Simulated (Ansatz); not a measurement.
Computed with Ansatz.

A structure relaxed at PBE0-D4/def2-TZVP, charge 0, multiplicity 1:

Cartesian coordinates in Å:
```
Si 1.2764 -1.9958 -0.6089
C 1.2312 -0.3685 0.3192
Si -0.4940 0.2005 0.7322
C -0.9885 1.9697 0.5790
C -1.5242 1.0414 -0.5437
H 0.6510 -1.8343 -1.9477
H 2.6749 -2.4718 -0.7915
H 0.5235 -3.0361 0.1427
H 1.7119 0.4019 -0.2925
H 1.8132 -0.4595 1.2422
H -1.1809 -0.6360 1.7418
H -0.2518 2.7069 0.2745
H -1.7326 2.3830 1.2525
H -2.5982 0.8881 -0.5657
H -1.1119 1.2105 -1.5341
```

Task: Give its formula and SMILES.

Result: C3H10Si2, `[SiH3]C[SiH]1CC1`.

Task: Point group (tolerance 0.08 Å, 0.16 Å for H)?

Result: C1.

Task: Summarise the bond lengths by kind.

Result: 4 × C–Si 1.843 to 1.874 Å; 4 × H–Si 1.480 to 1.489 Å; 6 × C–H 1.085 to 1.095 Å; 1 × C–C 1.552 Å.
